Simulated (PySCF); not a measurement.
H8N3Si3, charge +1, multiplicity 1.

```xyz
14

N      0.0234     0.8969    -1.4287
Si    -0.0747     1.7344     0.0000
N      0.0234     0.8969     1.4287
Si     0.1264    -0.9124     1.5503
N     -0.4273    -1.4513     0.0000
Si     0.1264    -0.9124    -1.5503
H      0.0554     1.4331    -2.2978
H     -0.2034     3.1995     0.0000
H      0.0554     1.4331     2.2978
H     -0.7867    -1.3549     2.6251
H      1.5490    -1.2268     1.8136
H     -1.2610    -2.0360     0.0000
H     -0.7867    -1.3549    -2.6251
H      1.5490    -1.2268    -1.8136
```
Charge +1, spin multiplicity 1.

The structure is a stationary point at ωB97X-D3(BJ)/def2-SVP. The multiplicity is an assumed one; other spin states were not compared. The isomer is the one that the SMILES or the coordinates give; other isomers of the formula were not compared.

Calculation: PBE/pcSseg-1 (PySCF). Non-relativistic, no solvent.

Problem. Give the absolute GIAO shielding of each atom: isotropic value and principal components (ppm). (The exact figures need the calculation; the answer reports its results.)

Solution. 
```
atom  σ(iso)    σ11    σ22    σ33   span
----  ------  -----  -----  -----  -----
N1     159.3   85.0  193.0  200.0  115.0
Si2    260.2  186.2  288.3  306.2  120.0
N3     159.3   85.0  193.0  200.0  115.0
Si4    356.7  339.8  357.6  372.9   33.1
N5     228.2  192.3  230.6  261.5   69.2
Si6    356.7  339.8  357.6  372.9   33.1
H7      27.3   22.2   24.2   35.3   13.1
H8      24.6   20.7   21.8   31.2   10.6
H9      27.3   22.2   24.2   35.3   13.1
H10     25.7   22.3   23.4   31.4    9.1
H11     25.4   22.0   23.4   30.7    8.8
H12     28.6   21.5   25.2   39.2   17.7
H13     25.7   22.3   23.4   31.4    9.1
H14     25.4   22.0   23.4   30.7    8.8
```
